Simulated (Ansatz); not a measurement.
Consider the formal exchange of groups at the Si–C bond: `CN[SiH](C)N` + `FCOC[SiH3]` → `CN[SiH](N)[SiH3]` + `CCOCF`.

Isolated molecules relaxed with PBE0-D4/def2-TZVP in Ansatz; ΔE leaves out vibrations. CCSD(T)/CBS adds triple-zeta CCSD(T) − MP2 to the extrapolated MP2 energy (def2 sets, frozen cores). DFT in def2-TZVPP. B3LYP here is the variant with VWN-RPA as its local correlation; programs differ in this. One conformer a species, not always the lowest.

`CN[SiH](C)N`:

Cartesian coordinates in Å:
```
C -0.485 1.926 0.533
N -1.112 0.747 -0.019
Si -0.358 -0.779 -0.203
C 1.150 -0.837 -1.306
N 0.193 -1.281 1.345
H -0.067 2.595 -0.231
H -1.188 2.507 1.139
H 0.332 1.624 1.192
H -1.941 0.931 -0.561
H -1.436 -1.613 -0.819
H 0.890 -0.532 -2.323
H 1.932 -0.166 -0.941
H 1.568 -1.846 -1.360
H 0.967 -1.918 1.435
H -0.445 -1.360 2.119
```

`FCOC[SiH3]`:

Z-matrix (Å, degrees):
```
C
O 1 1.359
F 1 1.388 2 111.0
H 1 1.099 2 112.5 3 -118.7
H 1 1.091 2 107.8 3 117.4
C 2 1.426 1 115.0 3 73.2
Si 6 1.904 2 116.4 1 -69.8
H 6 1.093 2 105.4 1 170.8
H 6 1.100 2 109.8 1 56.3
H 7 1.490 6 105.7 2 -162.5
H 7 1.483 6 112.5 2 79.4
H 7 1.483 6 110.3 2 -44.5
```

`CN[SiH](N)[SiH3]`:

```xyz
15

C     2.107    0.400   -0.988
N     0.906   -0.391   -0.855
Si   -0.592    0.191   -0.255
N    -1.833   -0.782   -0.928
Si   -0.890    0.074    2.079
H     2.692    0.085   -1.858
H     1.835    1.447   -1.142
H     2.762    0.358   -0.108
H     1.075   -1.383   -0.790
H    -0.577    1.636   -0.646
H    -1.948   -0.855   -1.926
H    -2.700   -0.930   -0.438
H     0.073    0.983    2.764
H    -2.264    0.473    2.505
H    -0.646   -1.307    2.586
```

`CCOCF`:

Z-matrix (Å, degrees):
```
C
C 1 1.505
H 1 1.092 2 110.1
H 1 1.091 2 110.6 3 -119.7
H 1 1.092 2 110.8 3 120.1
O 2 1.422 1 108.4 3 180.0
H 2 1.095 1 111.0 3 59.6
H 2 1.099 1 111.0 3 -60.3
C 6 1.361 2 114.3 1 174.8
F 9 1.385 6 111.4 2 71.0
H 9 1.091 6 107.7 2 -171.2
H 9 1.099 6 112.1 2 -47.8
```

| level | ΔE (kcal/mol) |
| --- | --- |
| r2SCAN-D4 | 4.6 |
| PBE | 1.9 |
| r2SCAN | 4.5 |
| B3LYP | 3.8 |
| HF/def2-QZVPP | 4.1 |
| SCS-MP2/def2-QZVPP | 5.9 |
| HF/CBS(def2) | 4.1 |
| MP2/CBS(def2) | 6.5 |

(1) What does CCSD(T)/CBS give? (Best estimate.)

Largest T1 diagnostic among the species: 0.012.

Answers

(1) The calculation gave: +5.0 kcal/mol. The listed levels differ from it by -0.4, -3.1, -0.5, -1.2, -0.9, 0.9, -0.9, 1.5 kcal/mol.

The D4 term adds +1.0 kcal/mol with B3LYP and +0.5 kcal/mol with PBE0; it sums over pairs of atoms, weighted by their polarisabilities, and B3LYP, whose exchange is more repulsive, gets the larger term. In def2-TZVPP, CCSD(T) changes the Hartree–Fock value by +0.7 kcal/mol (the triples alone add +0.1 kcal/mol) and MP2 by +2.2 kcal/mol.
